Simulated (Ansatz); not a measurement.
The pair A = BF3 (SMILES FB(F)F) (first 4 atoms), B = H2O (SMILES O); geometry from B3LYP-D3(BJ)/def2-TZVP.
(charge 0, multiplicity 1):
```xyz
7

F      1.0579    -0.7844     0.3019
B      0.0295     0.0251     0.5722
F      0.2110     1.3471     0.3697
F     -1.2132    -0.4605     0.3687
O      0.0374     0.0156     2.4372
H     -0.8262    -0.2853     2.7506
H      0.1646     0.9198     2.7546
```

Correlated levels freeze the cores. MP2 and its Hartree–Fock in aug-cc-pVQZ, aug-cc-pVTZ are density fitted.

The values were computed with Ansatz (an electronic-structure program) with Gaussian orbitals. 

The counterpoise-corrected interaction energy is E(AB) − E(A in the pair's basis) − E(B in the pair's basis). Total energies (hartree):

```tsv
level	AB	A in the pair's basis	B in the pair's basis
HF/aug-cc-pVTZ	-399.3967743	-323.3083948	-76.0598762
MP2/aug-cc-pVTZ	-400.5321808	-324.1739303	-76.3294880
HF/aug-cc-pVQZ	-399.4250349	-323.3312888	-76.0651088
MP2/aug-cc-pVQZ	-400.6450432	-324.2631994	-76.3518721
MP2/aug-cc-pVDZ	-400.1832651	-323.8953545	-76.2627088
CCSD(T)/aug-cc-pVDZ	-400.2183493	-323.9170685	-76.2758394
```

### Question
Work out the counterpoise-corrected interaction energy at the basis-set limit: extrapolate the MP2 correlation part as X⁻³, take Hartree–Fock from the larger set, and add the CCSD(T) − MP2 difference of aug-cc-pVDZ.

### Answer

1. Differences (1 hartree = 627.509 kcal/mol): HF/aug-cc-pVTZ -17.886; MP2/aug-cc-pVTZ -18.049; HF/aug-cc-pVQZ -17.970; MP2/aug-cc-pVQZ -18.808; MP2/aug-cc-pVDZ -15.814; CCSD(T)/aug-cc-pVDZ -15.965.
2. Correlation parts, MP2 less HF: -0.163 in aug-cc-pVTZ (X = 3), -0.837 in aug-cc-pVQZ (X = 4).
3. Limit (4³·(-0.837) − 3³·(-0.163))/(4³ − 3³) = -1.330; with HF/aug-cc-pVQZ it gives -19.300.
4. CCSD(T) less MP2 in aug-cc-pVDZ: -0.150.
Result: -19.45 kcal/mol, against -18.05 at MP2/aug-cc-pVTZ. It is an estimate of this method's limit, not of the exact value.
